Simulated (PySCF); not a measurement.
C2H8N2OSi, SMILES C/C=N\[Si@H](N)O.

Geometry: PBE0-D3(BJ)/def2-SVP. The structure was generated by enumeration; whether it is a known compound was not checked. Other conformers were not sampled.

All values below come from HF/def2-TZVP (PySCF).

The molecule is in vacuum.

```yaml
total_energy: -553.30487 hartree
highest_occupied_level: -10.13 eV
lowest_empty_level: 3.62 eV
orbital_gap: 13.75 eV
dipole_moment: 1.89 D
quadrupole, principal values (traceless, Buckingham form, about the centre of nuclear charge): -6.26, -4.76, 11.03 D·Å
mean_static_polarisability: 62.1 bohr³ (9.20 Å³)
polarisability_principal_values: 50.8, 55.5, 80.0 bohr³
```
